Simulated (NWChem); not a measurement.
TaF6 anion; SMILES [F][Ta-]([F])([F])([F])([F])[F]

Program: NWChem. Sets without diffuse functions describe the anion's extra electron poorly. All runs use the structure optimised with B3LYP/def2-SVPD. No frequency run checked for a minimum. def2 effective core potentials on Ta; no spin-orbit coupling. Field at 589 nm.

Q: Predict the results for B3LYP/def2-SVP. Quantities: isotropic polarisability (bohr³); anisotropy (bohr³).

A: The isotropic polarisability (bohr³) comes out as 38.9 and the anisotropy (bohr³) is 0.0.
